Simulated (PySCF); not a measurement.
A GIAO shielding run with PySCF 2.14 (density fitting, non-relativistic, gas phase) on `C([P@@](C(C)C)(=N)CO)[SiH3]`, C5H16NOPSi:

```
$ OMP_NUM_THREADS=1 python probes_run.py task.json out

{"job": {"kind": "nmr", "xc": "PBE0", "basis": "pcSseg-1"}, "charge": 0, "multiplicity": 1}
C     -2.081259    -0.899236    -0.826386
C     -0.700011    -0.977226    -0.191030
C     -0.730829    -1.746842     1.121996
P     -0.151777     0.784206     0.118400
N     -1.148300     1.768975     0.807469
C      0.059476     1.536233    -1.551455
O     -1.130701     2.136097    -1.951148
C      1.565529     0.642464     0.770953
Si     2.796352    -0.399846    -0.236850
H     -2.459185    -1.893861    -1.058312
H     -2.052315    -0.311554    -1.742477
H     -2.774186    -0.414764    -0.139403
H      0.006065    -1.446095    -0.883881
H     -1.346079    -1.216370     1.849649
H      0.270602    -1.862683     1.533386
H     -1.158020    -2.737904     0.973989
H     -1.394949     1.568751     1.765355
H      0.339661     0.785312    -2.298226
H      0.875784     2.277695    -1.479201
H     -1.551858     2.457731    -1.134497
H      1.908697     1.678239     0.848338
H      1.486085     0.266926     1.794184
H      4.110338    -0.182842     0.368030
H      2.802968     0.029098    -1.634792
H      2.446979    -1.818357    -0.138683
```

Hardware: 1 thread of an Arm Neoverse V2, shared host. The job also computes population analyses, field gradients.

Task: How large is the calculation?

Result: 90 electrons, 247 basis functions and 1322 auxiliary functions.

Task: How long does it take, and how much memory does it need?

Result: 50 s of wall time, with 14 SCF cycles and 4 response iterations; peak memory 1.1 GiB. Times on a shared host scatter by some tens of per cent.
